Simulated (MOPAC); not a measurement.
Input file for MOPAC: AM1 on AsSe, 2S+1 = 2, a spin state set in the input, which need not be the lowest, a point of a bond scan (R = 2.206 Å).

```
AM1 1SCF PRECISE CHARGE=0 UHF MS=0.5 THREADS=1
AsSe

As     0.00000000 1     0.00000000 1     0.00000000 1
Se     0.00000000 1     0.00000000 1     2.20625000 1
```

It printed:

```
*******************************************************************************
 **                                                                           **
 **                              MOPAC v23.2.5                                **
 **                                                                           **
 *******************************************************************************
 ** MOPAC's Digital Object Identifier: https://doi.org/10.5281/zenodo.6511958 **
 **                                                                           **
 ** Please cite the open-source release paper for use of this MOPAC version:  **
 ** J. E. Moussa and J. J. P. Stewart (2026)                                  **
 ** MOPAC: An open-source semiempirical molecular orbital program             **
 ** J. Open Source Softw., 11(119), 8025, https://doi.org/10.21105/joss.08025 **
 *******************************************************************************

                              AM1 CALCULATION RESULTS

 *******************************************************************************
 *  AM1        - The AM1 Hamiltonian to be used
 *  UHF        - UNRESTRICTED HARTREE-FOCK CALCULATION
 *
 *
 *
 *                 CHARGE ON SYSTEM = 0
 *
 *
 *
 *  MS=        - IN MECI, MAGNETIC COMPONENT OF SPIN =  0.5
 *  PRECISE    - TIGHTER CRITERIA TO BE USED
 *  1SCF       - DO 1 SCF AND THEN STOP
 *  THREADS=1  - MULTI-THREADING NOT USED
 *  T=         - A TIME OF 172800.0 SECONDS REQUESTED
 *  DUMP=N     - RESTART FILE WRITTEN EVERY 7200.0 SECONDS REQUESTED
 *******************************************************************************
AM1 1SCF PRECISE CHARGE=0 UHF MS=0.5 THREADS=1
 AsSe

   ATOM   CHEMICAL          X               Y               Z
  NUMBER   SYMBOL      (ANGSTROMS)     (ANGSTROMS)     (ANGSTROMS)

     1      As          0.00000000  *   0.00000000  *   0.00000000  *
     2      Se          0.00000000  *   0.00000000  *   2.20625000  *



          CARTESIAN COORDINATES

    NO.       ATOM           X           Y           Z

     1        As          0.0000      0.0000      0.0000
     2        Se          0.0000      0.0000      2.2062

 As: (AM1): J. J. P. STEWART, J. MOL. MOD., 10, 155-164 (2004)
 Se: (AM1): J. J. P. STEWART, J. MOL. MOD., 10, 155-164 (2004)

           Empirical Formula: As Se  =     2 atoms



      MOLECULAR POINT GROUP   :   C*v


          UHF CALCULATION, NO. OF ALPHA ELECTRONS =    6
                           NO. OF BETA  ELECTRONS =    5

 -------------------------------------------------------------------------------
 AM1 1SCF PRECISE CHARGE=0 UHF MS=0.5 THREADS=1
 AsSe



     1SCF WAS SPECIFIED, SO BFGS WAS NOT USED
     SCF FIELD WAS ACHIEVED


                              AM1 CALCULATION
                                                       MOPAC v23.2.5 Linux




          FINAL HEAT OF FORMATION =         54.70101 KCAL/MOL =     228.86901 KJ/MOL


          COSMO AREA              =         92.05 SQUARE ANGSTROMS
          COSMO VOLUME            =         77.72 CUBIC ANGSTROMS

          IONIZATION POTENTIAL    =          8.206827 EV
          ALPHA SOMO LUMO (EV)    =         -8.207 -2.165
          BETA  SOMO LUMO (EV)    =         -9.177 -2.337
          NO. OF ALPHA ELECTRONS  =          6
          NO. OF BETA  ELECTRONS  =          5
          MOLECULAR WEIGHT        =        153.8816         POINT GROUP:  C*v

          MOLECULAR DIMENSIONS (Angstroms)

            Atom       Atom       Distance
           Se     2   As     1     2.20625
           Se     2   As     1     0.00000
           As     1   Se     2     0.00000


          SCF CALCULATIONS        =          1





   ATOM   CHEMICAL          X               Y               Z
  NUMBER   SYMBOL      (ANGSTROMS)     (ANGSTROMS)     (ANGSTROMS)

     1      As          0.00000000  *   0.00000000  *   0.00000000  *
     2      Se          0.00000000  *   0.00000000  *   2.20625000  *

                             CARTESIAN COORDINATES

   1   As        0.000000000     0.000000000     0.000000000
   2   Se        0.000000000     0.000000000     2.206250000


           Empirical Formula: As Se  =     2 atoms



      MOLECULAR POINT GROUP   :   C*v


          ALPHA EIGENVALUES
 -21.54103 -17.48051 -10.77160 -10.50335  -9.68215  -8.20683  -2.16507  -1.35043


           BETA EIGENVALUES
 -19.75580 -16.29975 -10.47331  -9.40957  -9.17707  -2.33666  -2.12310  -1.06886


              NET ATOMIC CHARGES AND DIPOLE CONTRIBUTIONS

  ATOM NO.   TYPE          CHARGE      No. of ELECS.   s-Pop       p-Pop
    1         As           0.086729        4.9133     1.97510     2.93817
    2         Se          -0.086729        6.0867     1.98683     4.09990
 DIPOLE           X         Y         Z       TOTAL
 POINT-CHG.     0.000     0.000    -0.919     0.919
 HYBRID        -0.000     0.000     0.459     0.459
 SUM           -0.000     0.000    -0.460     0.460


          ATOMIC ORBITAL ELECTRON POPULATIONS

     Atom    s        px        py        pz
    1 As   1.97510   1.42445   0.60876   0.90496
    2 Se   1.98683   1.57555   1.39124   1.13311


                    (SZ)    =    0.500000
                    (S**2)  =    0.797977


          ATOMIC ORBITAL SPIN POPULATIONS

    Atom   Total    s     px     py     pz
         Atomic
    1 As  0.3343  0.004  0.576 -0.194 -0.051
    2 Se  0.6657  0.004  0.424  0.194  0.043

 **********************
 *                    *
 * JOB ENDED NORMALLY *
 *                    *
 **********************




 == MOPAC DONE ==
```

The run finished.

Cost: around 0.03 core-seconds (rough).
